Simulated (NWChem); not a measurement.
Molecule: BSiH4O2F; SMILES OB(F)O[SiH3]

```xyz
9

B      0.0291     0.9609     0.1119
F      0.7032     2.0606     0.4540
O     -1.1765     1.0684    -0.5000
H     -1.4478     1.9813    -0.6377
O      0.5674    -0.2453     0.3851
Si    -0.0096    -1.7926     0.0923
H     -1.3017    -2.0054     0.8053
H      1.0184    -2.7323     0.6144
H     -0.1962    -2.0056    -1.3717
```
Atoms are numbered in this order, from 1.

Computed with NWChem. Geometry: optimised at PBE0/def2-SVP. Vzz is the largest principal value of the second derivative of the potential at the nucleus (NWChem prints the opposite sign); η is the asymmetry. Non-relativistic.

What does the run give for Hartree-Fock/def2-SVP? Quantities: Vzz B1 (a.u.); η B1; Vzz O3 (a.u.); η O3; Vzz O5 (a.u.); η O5.


```json
{
  "Vzz B1 (a.u.)": "0.308",
  "η B1": "0.37",
  "Vzz O3 (a.u.)": "1.427",
  "η O3": "0.32",
  "Vzz O5 (a.u.)": "0.986",
  "η O5": "0.15"
}
```
